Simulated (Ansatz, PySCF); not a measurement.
Breaking the O3–H4 bond in FHOSi (SMILES O[Si]F) (multiplicity 1 held, fragments rigid). Energies count from the point at 0.966 Å.
Geometry at that point (charge 0, multiplicity 1):
```xyz
4

Si     0.0094     0.0060     0.6102
F     -0.7351     1.0256    -0.4174
O      0.7308    -1.0461    -0.4256
H      0.6386    -0.9461    -1.3817
```

Unrestricted levels (U-) break spin symmetry where that is lower. Active spaces are followed from a long bond inwards. Levels need not reach the same state.

Correlated levels freeze the cores. Rows in 6-31G* carry no dispersion term and start afresh at each structure (6-31G* with six Cartesian d functions).

Programs: Ansatz (Gaussian basis) for Hartree–Fock, density functionals and correlated methods; PySCF for 6-31G* rows. Values without a source in brackets are computed.

```json
[
 {"level": "U-PBE/cc-pV(T+d)Z", "energy at R = 3.090 Å (kcal/mol)": "107.45"},
 {"level": "R-B3LYP/6-31G*", "energy at R = 3.090 Å (kcal/mol)": "144.10"},
 {"level": "U-SCS-MP2/cc-pV(T+d)Z", "energy at R = 3.090 Å (kcal/mol)": "127.13"},
 {"level": "U-CCSD(T)/cc-pV(T+d)Z", "energy at R = 3.090 Å (kcal/mol)": "(withheld)"},
 {"level": "CASSCF(4,3)/cc-pV(T+d)Z", "energy at R = 3.090 Å (kcal/mol)": "107.16"},
 {"level": "SC-NEVPT2 on CASSCF(4,3)/cc-pV(T+d)Z", "energy at R = 3.090 Å (kcal/mol)": "128.37"},
 {"level": "FIC-NEVPT4(SD) on CASSCF(4,3)/cc-pV(T+d)Z", "energy at R = 3.090 Å (kcal/mol)": "126.12"},
 {"level": "FIC-MRCISD on CASSCF(4,3)/cc-pV(T+d)Z", "energy at R = 3.090 Å (kcal/mol)": "121.15"},
 {"level": "FIC-MRCISD+Q on CASSCF(4,3)/cc-pV(T+d)Z", "energy at R = 3.090 Å (kcal/mol)": "122.74"}
]
```

Question: Fill in the missing entries.

Answer: 
- U-CCSD(T)/cc-pV(T+d)Z, energy at R = 3.090 Å (kcal/mol): 118.02

Doubts at one or more of the structures used: a spin-contaminated determinant (U-PBE/cc-pV(T+d)Z, U-SCS-MP2/cc-pV(T+d)Z, U-CCSD(T)/cc-pV(T+d)Z); a restricted determinant that unrestricted orbitals would lower (R-B3LYP/6-31G*); T1 above 0.05 (U-CCSD(T)/cc-pV(T+d)Z); active orbitals that take no part (CASSCF(4,3)/cc-pV(T+d)Z, SC-NEVPT2 on CASSCF(4,3)/cc-pV(T+d)Z, FIC-NEVPT4(SD) on CASSCF(4,3)/cc-pV(T+d)Z, FIC-MRCISD on CASSCF(4,3)/cc-pV(T+d)Z, FIC-MRCISD+Q on CASSCF(4,3)/cc-pV(T+d)Z).

Ansatz is a program for electronic structure.
